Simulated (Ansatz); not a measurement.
# Nudged elastic band run: F$_{3}$H$_{5}$OSi$_{2}$

Input:

```yaml
crystal:
  periodic: [false, false, false]
  atoms:
    - { symbol: Si, position_ang: [-0.96881, -0.683365, -0.0314] }
    - { symbol: Si, position_ang: [-0.250998, 1.518392, -0.270294] }
    - { symbol: F, position_ang: [-0.347885, -1.725975, -1.111753] }
    - { symbol: F, position_ang: [-0.717024, -1.327793, 1.438225] }
    - { symbol: F, position_ang: [-2.567562, -0.799552, -0.247359] }
    - { symbol: H, position_ang: [1.614919, -1.063443, 1.185526] }
    - { symbol: O, position_ang: [1.740486, -0.597723, 0.333537] }
    - { symbol: H, position_ang: [0.410007, 1.974254, 0.992417] }
    - { symbol: H, position_ang: [0.698845, 1.612986, -1.423139] }
    - { symbol: H, position_ang: [-1.425361, 2.414624, -0.545005] }
    - { symbol: H, position_ang: [1.813383, -1.322407, -0.320855] }
basis:
  gaussian: { orbitals: "6-31G*" }
hamiltonian:
  xc: pbe
neb:
  order_check: false
  images: 4
  f_tol: 0.05
  max_iterations: 60
  climbing: false
  final_atoms:
    - { symbol: Si, position_ang: [-0.63325746, -1.98408338, -0.16390362] }
    - { symbol: Si, position_ang: [0.38950072, 2.173734, 0.09014855] }
    - { symbol: F, position_ang: [-0.86732755, -3.08677175, -1.29179309] }
    - { symbol: F, position_ang: [-1.29675105, -2.51547299, 1.19286088] }
    - { symbol: F, position_ang: [-1.41645016, -0.64031162, -0.56727021] }
    - { symbol: H, position_ang: [1.05900365, 1.0545181, 0.84479944] }
    - { symbol: O, position_ang: [0.97658251, -1.72691295, -0.03079195] }
    - { symbol: H, position_ang: [1.12684652, 3.43730819, 0.40626325] }
    - { symbol: H, position_ang: [0.4631149, 1.88239643, -1.37406868] }
    - { symbol: H, position_ang: [-1.03172967, 2.26948973, 0.54099867] }
    - { symbol: H, position_ang: [1.23046759, -0.86389576, 0.35265676] }
  initial_path:
    images:
      - { positions_ang: [[-0.96881, -0.683365, -0.0314], [-0.250998, 1.518392, -0.270294], [-0.347885, -1.725975, -1.111753], [-0.717024, -1.327793, 1.438225], [-2.567562, -0.799552, -0.247359], [1.614919, -1.063443, 1.185526], [1.740486, -0.597723, 0.333537], [0.410007, 1.974254, 0.992417], [0.698845, 1.612986, -1.423139], [-1.425361, 2.414624, -0.545005], [1.813383, -1.322407, -0.320855]] }
      - { positions_ang: [[-0.87134855, -0.79869845, -0.08557567], [-0.17502113, 1.52412344, -0.23365357], [-0.39638925, -1.92567993, -1.11444406], [-0.7863356, -1.40517124, 1.39436695], [-2.4550758, -0.7996485, -0.36984765], [1.44719236, -0.54162203, 0.85057793], [1.5735867, -0.7589708, 0.25587187], [0.63384088, 2.00436314, 0.90481492], [0.57071901, 1.75113086, -1.45703727], [-1.35709577, 2.36505126, -0.25273392], [1.81592715, -1.41487975, 0.10756047]] }
      - { positions_ang: [[-0.7738871, -0.91403189, -0.13975134], [-0.09904426, 1.52985488, -0.19701314], [-0.44489349, -2.12538487, -1.11713513], [-0.85564721, -1.48254948, 1.35050891], [-2.34258961, -0.79974499, -0.4923363], [1.27946572, -0.01980106, 0.51562987], [1.40668741, -0.9202186, 0.17820673], [0.85767477, 2.03447228, 0.81721285], [0.44259301, 1.88927573, -1.49093553], [-1.28883054, 2.31547851, 0.03953715], [1.8184713, -1.50735251, 0.53597593]] }
      - { positions_ang: [[-0.7067766, -1.17417557, -0.16625207], [0.02905549, 1.66092328, -0.12492463], [-0.548782, -2.39754422, -1.15314314], [-0.97159262, -1.72008548, 1.30143608], [-2.11236724, -0.76789692, -0.55631855], [1.16828265, 0.40379116, 0.44748455], [1.25390671, -1.14605659, 0.10534094], [1.00104267, 2.32708312, 0.6999821], [0.39544699, 1.94315781, -1.48112147], [-1.21010427, 2.28645166, 0.25673789], [1.70188822, -1.41565026, 0.67067828]] }
      - { positions_ang: [[-0.67001703, -1.57912947, -0.16507784], [0.2092781, 1.91732864, -0.01738804], [-0.70805478, -2.74215798, -1.22246812], [-1.13417183, -2.11777923, 1.24714848], [-1.7644087, -0.70410427, -0.56179438], [1.11364315, 0.72915463, 0.646142], [1.11524461, -1.43648477, 0.0372745], [1.06394459, 2.88219566, 0.55312267], [0.42928095, 1.91277712, -1.42759508], [-1.12091697, 2.27797069, 0.39886828], [1.4661779, -1.13977301, 0.51166752]] }
      - { positions_ang: [[-0.63325746, -1.98408338, -0.16390362], [0.38950072, 2.173734, 0.09014855], [-0.86732755, -3.08677175, -1.29179309], [-1.29675105, -2.51547299, 1.19286088], [-1.41645016, -0.64031162, -0.56727021], [1.05900365, 1.0545181, 0.84479944], [0.97658251, -1.72691295, -0.03079195], [1.12684652, 3.43730819, 0.40626325], [0.4631149, 1.88239643, -1.37406868], [-1.03172967, 2.26948973, 0.54099867], [1.23046759, -0.86389576, 0.35265676]] }
```

Launched with:

```bash
$ ansatz run input.yaml --threads 2 --pin off --max-ram 3072MiB --backend cpu --events-out ev --progress --plain --runs-dir out
```

Output, in part (warnings, iteration lines, the closing report on the highest movable image, with atoms numbered from 0):

```
NEB end point (image 0): max|allowed force component| = 8.224e-3 eV/Å (the criterion of neb.relax_end_points is 1.000e-2)
NEB end point (image 5): max|allowed force component| = 2.943e-2 eV/Å (the criterion of neb.relax_end_points is 1.000e-2)
NEB iter   1: max|band force component| = 5.247e1 eV/Å  barrier→ = 9.9456 eV  barrier← = 10.7287 eV  Δτ_max = 0.2000 Å  (166 SCF iters)
NEB iter   2: max|band force component| = 1.628e1 eV/Å  barrier→ = 2.3745 eV  barrier← = 3.1577 eV  Δτ_max = 0.2000 Å  (131 SCF iters)
NEB iter   3: max|band force component| = 7.083e0 eV/Å  barrier→ = 1.8189 eV  barrier← = 2.6020 eV  Δτ_max = 0.2000 Å  (123 SCF iters)
NEB iter   4: max|band force component| = 2.093e0 eV/Å  barrier→ = 1.4970 eV  barrier← = 2.2802 eV  Δτ_max = 0.1992 Å  (121 SCF iters)
NEB iter   5: max|band force component| = 2.250e0 eV/Å  barrier→ = 1.2873 eV  barrier← = 2.0704 eV  Δτ_max = 0.0998 Å  (115 SCF iters)
NEB iter   6: max|band force component| = 1.023e0 eV/Å  barrier→ = 1.0678 eV  barrier← = 1.8510 eV  Δτ_max = 0.1950 Å  (113 SCF iters)
NEB iter   7: max|band force component| = 7.725e-1 eV/Å  barrier→ = 0.8621 eV  barrier← = 1.6452 eV  Δτ_max = 0.0886 Å  (110 SCF iters)
NEB iter   8: max|band force component| = 5.576e-1 eV/Å  barrier→ = 0.8192 eV  barrier← = 1.6023 eV  Δτ_max = 0.1718 Å  (108 SCF iters)
NEB iter   9: max|band force component| = 2.564e-1 eV/Å  barrier→ = 0.6909 eV  barrier← = 1.4741 eV  Δτ_max = 0.1270 Å  (109 SCF iters)
NEB iter  10: max|band force component| = 1.378e-1 eV/Å  barrier→ = 0.6815 eV  barrier← = 1.4646 eV  Δτ_max = 0.0726 Å  (111 SCF iters)
NEB iter  11: max|band force component| = 1.366e-1 eV/Å  barrier→ = 0.6771 eV  barrier← = 1.4602 eV  Δτ_max = 0.0376 Å  (106 SCF iters)
NEB iter  12: max|band force component| = 8.113e-2 eV/Å  barrier→ = 0.7256 eV  barrier← = 1.5087 eV  Δτ_max = 0.0331 Å  (108 SCF iters)
NEB iter  13: max|band force component| = 9.887e-2 eV/Å  barrier→ = 0.7620 eV  barrier← = 1.5451 eV  Δτ_max = 0.0166 Å  (109 SCF iters)
NEB iter  14: max|band force component| = 7.304e-2 eV/Å  barrier→ = 0.7711 eV  barrier← = 1.5543 eV  Δτ_max = 0.0165 Å  (103 SCF iters)
NEB iter  15: max|band force component| = 3.901e-2 eV/Å  barrier→ = 0.7691 eV  barrier← = 1.5522 eV  Δτ_max = 0.0000 Å  (220 SCF iters)
Total energy: -26018.99449171 eV, -956.1804112626 hartree
Atom 0 at    -0.324215    -1.159700    -0.060103 Å, force     0.255019    -0.421019     0.127509 eV/Å
Atom 1 at    -0.004134     1.709092    -0.171015 Å, force     0.183082     0.219659     0.115623 eV/Å
Atom 2 at    -0.220691    -1.977003    -1.443802 Å, force    -0.120460    -0.269757    -0.078930 eV/Å
Atom 3 at    -1.000913    -1.891525     1.206615 Å, force    -0.132088    -0.361269     0.025585 eV/Å
Atom 4 at    -1.636829    -0.255455    -0.499192 Å, force     0.473661     0.178837     0.165194 eV/Å
Atom 5 at     0.511117     0.411173     0.481344 Å, force    -0.660393     0.572063    -0.345797 eV/Å
Atom 6 at     1.315754    -1.196583     0.423314 Å, force    -0.156173    -0.228376    -0.063134 eV/Å
Atom 7 at     1.257448     2.412508     0.188393 Å, force     0.055378     0.491738    -0.052422 eV/Å
Atom 8 at    -0.192960     1.708018    -1.654079 Å, force     0.085818    -0.131351     0.092017 eV/Å
Atom 9 at    -1.198773     2.224545     0.550906 Å, force     0.034704     0.048420     0.052219 eV/Å
Atom 10 at     1.494194    -1.985072     0.977520 Å, force    -0.018548    -0.098946    -0.037863 eV/Å
Dipole moment:     0.215969     0.225901     0.215009 e Å
```

The forces met the threshold. Neighbouring images differ by up to 1.4 eV, so the band resolves the path poorly. No image climbed, so the highest image needn't sit at the top of the path. A band with more images between the same ends climbed to 1.66 eV, so this one has probably stepped over the top. The orbitals stay closed-shell, which can raise the energy where a bond breaks towards radicals; this wasn't checked here.

Final band (atoms are numbered from 1 in the order of the input):

```
image  path coordinate (Å)  energy (eV)  Si1–Si2 (Å)  H6–O7 (Å)  Si1–O7 (Å)
    0                 0.00         0.00         2.33       0.98        2.74
    1                 1.65         0.06         2.33       0.98        2.65
    2                 3.29         0.33         2.36       0.98        2.23
    3                 4.94         0.77         2.89       1.80        1.71
    4                 6.58        -0.61         3.84       2.40        1.64
    5                 8.23        -0.78         4.29       2.92        1.64
```

Time of the run: 2.1 min on 2 threads of Arm Neoverse V2, with other jobs on the host, peak memory 0.15 GiB.
